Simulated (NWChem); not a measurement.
Species: CH₄F₃NSi; SMILES NC[Si](F)(F)F

```xyz
10

N     -0.1047     2.3853     0.0000
C      0.8506     1.2826     0.0000
Si     0.0522    -0.3910     0.0000
F     -0.8990    -0.5593    -1.2858
F      1.0785    -1.6256     0.0000
F     -0.8990    -0.5593     1.2858
H     -0.7099     2.3462    -0.8176
H     -0.7099     2.3462     0.8176
H      1.5190     1.3717    -0.8737
H      1.5190     1.3717     0.8737
```
Atoms are numbered in this order, from 1.

Results from NWChem. Coordinates come from a PBE0/def2-SVP optimisation. Level: PBE0/def2-SVP with SMD (1 M gas to 1 M solution), gas-phase geometry. Reactions with the solvent are ignored.

For solvent toluene:

| Item | Value |
|---|---|
| cavity-dispersion-structure term (kcal/mol) | 0.9 |

**Question.** What are these values for solvent water?

**Answer.** 
| Quantity | Result |
|---|---|
| cavity-dispersion-structure term (kcal/mol) | 3.7 |
